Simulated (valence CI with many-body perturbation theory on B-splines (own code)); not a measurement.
Results of a calculation; reference values are marked as such.
# From CI to CI+MBPT in Pm22+

Method: valence CI with perturbative core correlation (CI+MBPT): three valence electrons over a frozen Dirac-Fock core [Kr], a basis of 9 s, 9 p, 10 d, 8 f, 5 g, 3 h, 1 i functions for each j, with the one-electron correlation potential Σ1, the two-electron term Σ2, the three-electron term Σ3, Breit, model QED; selected CI, second order for the rest (own B-spline code, finite nucleus).

No measured levels were compared; by estimate terms of the open shell hold to 2 to 4 % of their energy, and close levels can change places. Only levels of the ground parity were solved; by the run's estimate the other parity begins above the list, which can be wrong where configurations are misplaced.

Each rung adds one term. CI alone is the Dirac-Coulomb CI over the frozen core; QED comes last and gives the full result, which names the levels. Energies are above (4d3/2^3) J=3/2 on the same rung, in eV.

Levels are named by their leading jj configuration (3d3/2^4 stands for four electrons in 3d with j = 3/2), which in mixed levels can hold well under half, so a name can repeat and another be missing. Letters in brackets count levels of one name in rising energy.

| Level | CI alone | + Σ1 | + Σ2 | + Σ3 | + Breit | Full |
| --- | --- | --- | --- | --- | --- | --- |
| (4d3/2^2 4d5/2) J=5/2 [a] | 3.934 | 3.983 | 4.000 | 4.022 | 3.884 | 3.899 |
| (4d3/2^2 4d5/2) J=7/2 | 6.223 | 6.285 | 6.213 | 6.213 | 6.025 | 6.043 |
| (4d3/2^2 4d5/2) J=3/2 | 6.246 | 6.287 | 6.209 | 6.229 | 6.121 | 6.133 |
| (4d3/2^2 4d5/2) J=9/2 | 7.163 | 7.221 | 7.007 | 6.988 | 6.799 | 6.815 |
| (4d3/2^2 4d5/2) J=1/2 | 7.362 | 7.410 | 7.287 | 7.307 | 7.177 | 7.191 |
| (4d3/2 4d5/2^2) J=7/2 [a] | 11.057 | 11.151 | 11.030 | 11.000 | 10.733 | 10.761 |
| (4d3/2^2 4d5/2) J=5/2 [b] | 11.175 | 11.250 | 11.159 | 11.134 | 10.928 | 10.950 |
| (4d3/2 4d5/2^2) J=9/2 | 11.740 | 11.844 | 11.660 | 11.669 | 11.357 | 11.388 |
| (4d3/2 4d5/2^2) J=3/2 [a] | 12.971 | 13.070 | 13.085 | 13.044 | 12.783 | 12.813 |
| (4d3/2 4d5/2^2) J=1/2 | 13.616 | 13.718 | 13.680 | 13.723 | 13.451 | 13.482 |
| (4d3/2 4d5/2^2) J=11/2 | 14.755 | 14.865 | 14.436 | 14.416 | 14.079 | 14.110 |
| (4d3/2 4d5/2^2) J=5/2 [a] | 15.591 | 15.695 | 15.466 | 15.333 | 15.063 | 15.092 |
| (4d3/2 4d5/2^2) J=5/2 [b] | 16.455 | 16.548 | 16.220 | 16.142 | 15.895 | 15.922 |
| (4d3/2 4d5/2^2) J=7/2 [b] | 17.382 | 17.487 | 17.039 | 16.958 | 16.665 | 16.695 |
| (4d5/2^3) J=9/2 | 18.128 | 18.283 | 18.138 | 18.103 | 17.664 | 17.710 |
| (4d5/2^3) J=3/2 | 18.935 | 19.073 | 19.220 | 19.220 | 18.850 | 18.892 |
| (4d3/2 4d5/2^2) J=3/2 [b] | 24.158 | 24.283 | 24.029 | 23.855 | 23.543 | 23.579 |
| (4d5/2^3) J=5/2 | 25.242 | 25.386 | 25.415 | 25.280 | 24.900 | 24.944 |

**Question.** How does the ionisation energy move along the ladder, and which term matters most?

**Answer.** CI alone 686.70, + Σ1 689.17, + Σ2 690.63, + Σ3 690.65, + Breit 690.36, + QED 690.40 eV. The largest step is Σ1, 2.47 eV. NIST lists 689 ± 4 eV (theoretical).
